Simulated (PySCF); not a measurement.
# Radial density of Mg⁺ (magnesium, charge +1)

BLYP, [Ne] 3d1, 2D determinant (an excited configuration). All numbers are calculated (PySCF 2.14, scalar relativity by spin-free X2C-1e, in aug-cc-pVTZ-DK (6s5p3d2f, 50 functions)).

```tsv
r (bohr)	4πr²ρ (e/bohr)	4πr²(ρα − ρβ)
0.00188	0.05288	0.0000
0.00316	0.1398	0.0000
0.00531	0.3649	0.0000
0.00893	0.9258	0.0000
0.0150	2.227	0.0000
0.0253	4.871	0.0000
0.0425	9.071	0.0001
0.0715	12.91	0.0002
0.120	12.09	0.0004
0.202	7.767	0.0012
0.340	8.948	0.0027
0.572	10.73	0.0028
0.962	4.830	0.0023
1.62	0.5782	0.0306
2.72	0.1675	0.1579
4.58	0.2212	0.2211
7.70	0.05641	0.0564
13.0	4.766e-05	0.0000
```

Densities and radii are taken from the X2C orbitals without a picture-change correction, which distorts them close to the nucleus.

The outer electron is Rydberg-like, and this basis confines it to a smaller radius and binds it less than a complete one would.
